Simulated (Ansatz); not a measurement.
Ge2H2, relaxed as a singlet with RKS r2SCAN-D4/def2-TZVP in Ansatz, starting from the GFN2-xTB geometry. Force threshold 0.02 eV/Å.

The structure comes from a short search, and lower isomers may exist.

Start:

```xyz
4

Ge   -0.509    0.630   -0.985
Ge    0.522   -0.608    0.993
H    -1.763    1.088   -0.033
H     1.750   -1.110    0.025
```

(1) Estimate the energy that the relaxation releases and the steps that it takes.

(2) Does the start keep its bonding and symmetry?

(3) Predict the relaxed structure.

Answers

(1) 42.2 kcal/mol, in 16 steps; 22 s on 4 threads of Arm Neoverse V2 on a shared host. No frequencies were taken in this run, so the end may be a saddle point.

(2) Bonds formed: Ge1–H4, Ge2–H3 (atoms count from 1). The end is the same structure that another start reached, the lowest one found. Point group C2 at the start, C2v at the end, both within 0.05 Å.

(3) 
```csv
atom,x (Å),y (Å),z (Å)
Ge1,0.0018,0.7769,-0.9722
Ge2,0.4049,-0.1207,1.1706
H3,-1.0743,0.1072,0.2471
H4,0.6675,-0.7633,-0.4454
```
Bond lengths: 1 × Ge–Ge 2.36 Å; 4 × Ge–H 1.76 Å.
